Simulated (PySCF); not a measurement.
# Electronic structure of Cl⁺ (chlorine, charge +1) at the UHF level

Configuration: [Ne] 3s2 3p4, high-spin 3P determinant. Calculation: PySCF 2.14, in pcseg-2; the non-relativistic Hamiltonian (point nucleus).

| Property | Result |
| --- | --- |
| Total energy | -459.044742 hartree |
| One-electron energy | -627.4451 hartree |
| Hartree (Coulomb) energy | 195.6671 hartree |
| Exchange energy | -27.2668 hartree |
| Kinetic energy | 459.69183 hartree |
| ⟨S²⟩ | 2.0099 |
| ⟨L²⟩ | 2.035 |
| Sum of ⟨r⟩ | 13.36 bohr |
| Sum of ⟨r²⟩ | 20.80 bohr² |
| Traceless quadrupole moment −½Σ⟨3z² − r²⟩ along its main axis | -1.44 e·bohr² |
| Density at the nucleus (Gaussians lack the cusp) | 3140 bohr⁻³ |
| Spin density at the nucleus | 0.380 bohr⁻³ |
| Langevin diamagnetic susceptibility | -16.5 ×10⁻⁶ cm³/mol |
| Time after the integrals | 0.14 s of wall time on 1 thread of Neoverse-N1 (shared host) |

```
shell  electrons  mean orbital energy (hartree)  spread (hartree)  rms radius, mean of both spins (bohr)
 1s α          1                     -105.32618                 0                                  0.106
 1s β          1                     -105.30015                 0                                  0.106
 2s α          1                      -11.07657                 0                                  0.482
 2s β          1                      -11.05102                 0                                  0.482
 2p α          3                       -8.55141           0.02762                                  0.451
 2p β          3                       -8.50559           0.02154                                  0.451
 3s α          1                       -1.59952                 0                                   1.63
 3s β          1                       -1.34546                 0                                   1.63
 3p α          3                       -0.96857           0.08258                                   1.86
 3p β          1                       -0.86881                 0                                   1.86
```
